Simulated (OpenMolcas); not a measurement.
Pt6+ in a point-charge field

Pt6+ among 5 point charges of -1.5 e arranged as a square pyramid (C4v), 1.92 Å from the ion, with the axial distance 2.285 Å.

* Program: OpenMolcas
* Method: SS-CASPT2, IPEA 0.25 Eh, imaginary shift 0.1 Eh (closed shells correlated: 4f 5s 5p)
* Basis: ANO-RCC-VTZP [8s7p5d3f1g]
* Scalar Hamiltonian: DKH2, point nucleus
* Active space: 4 electrons in 5 orbitals (5d)
* State averaging: 2S+1 = 5 even, 5 roots; 2S+1 = 3 even, 45 roots; 2S+1 = 1 even, 50 roots
* Spin-orbit coupling: state interaction with AMFI integrals over the reference wave functions

The lowest spin-free states, above the lowest:

| State | Degeneracy | E (cm-1) | Free-ion L (%) |
| --- | --- | --- | --- |
| 2S+1 = 5 | 1 | 0 | D (100) |
| 2S+1 = 5 | 1 | 5580 | D (100) |
| 2S+1 = 5 | 2 | 12120 | D (100) |
| 2S+1 = 5 | 1 | 12560 | D (100) |
| 2S+1 = 3 | 2 | 20770 | H (67) |
| 2S+1 = 3 | 1 | 20920 | H (75) |
| 2S+1 = 3 | 1 | 21060 | H (69) |
| 2S+1 = 3 | 1 | 22560 | H (56) |
| 2S+1 = 3 | 2 | 23820 | H (43) |
| 2S+1 = 3 | 1 | 24120 | F (59) |
| 2S+1 = 3 | 1 | 25360 | H (53) |
| 2S+1 = 3 | 2 | 25600 | P (43) |
| 2S+1 = 3 | 1 | 26320 | H (84) |
| 2S+1 = 3 | 1 | 26440 | P (70) |
| 2S+1 = 3 | 2 | 26860 | H (49) |
| 2S+1 = 3 | 1 | 27070 | F (82) |
| 2S+1 = 3 | 1 | 29100 | G (68) |
| 2S+1 = 1 | 1 | 29270 | I (88) |
| 2S+1 = 1 | 2 | 29440 | I (87) |
| 2S+1 = 3 | 2 | 29590 | H (42) |

The lowest levels with spin-orbit coupling:

| E (cm-1) | Degeneracy | 2S+1 | g |
| --- | --- | --- | --- |
| 0 | 1 | 5 (60 %) |  |
| 4630 | 1 | 5 (83 %) |  |
| 7770 | 2 | 5 (83 %) | 0.00 0.00 0.09 |
| 10370 | 1 | 5 (85 %) |  |
| 13990 | 1 | 5 (79 %) |  |
| 14730 | 1 | 5 (79 %) |  |
| 14860 | 2 | 5 (79 %) | 0.00 0.00 0.91 |
| 16070 | 2 | 5 (68 %) | 0.00 0.00 4.10 |
| 18300 | 1 | 5 (66 %) |  |
| 18320 | 1 | 5 (70 %) |  |
| 19860 | 1 | 5 (61 %) |  |
| 20260 | 1 | 5 (60 %) |  |
| 20730 | 2 | 5 (59 %) | 0.00 0.00 2.75 |
| 21020 | 1 | 5 (69 %) |  |
| 21720 | 1 | 3 (61 %) |  |
| 22210 | 2 | 3 (49 %) | 0.00 0.00 1.97 |
| 22450 | 1 | 5 (50 %) |  |
| 23360 | 1 | 5 (55 %) |  |
| 23540 | 2 | 5 (55 %) | 0.00 0.00 6.62 |
| 26750 | 1 | 3 (42 %) |  |

Powder χT (cm3 K/mol): 0 at 2 K, 0.0017 at 10 K, 0.0085 at 50 K, 0.017 at 100 K, 0.034 at 200 K, 0.051 at 300 K. The effective moment at 300 K is 2.828 √(χT) = 0.64 μB.

Spin-orbit coupling mixes the spin-free states strongly: the lowest level takes only 30 % from its leading state, 2S+1 = 5. Point charges give a weaker field than real ligands, and real ions of this kind are as a rule low spin; the high spin found here belongs to the model. Free-ion shares, where given, are those of the reference states; single-state CASPT2 does not remix them. Point charges carry no covalency, so the field is a model and not that of real ligands. An unlabelled pair can be two single states that coincide in this model. No measured value stands beside these numbers.

The CASPT2 steps took 110 s on 1 thread of Arm Neoverse N1, on a shared host; the integral step is not counted.

A state without a sure symmetry label is named by its multiplicity alone. With an even number of electrons the g values are those of a degenerate or nearly degenerate non-Kramers pair.
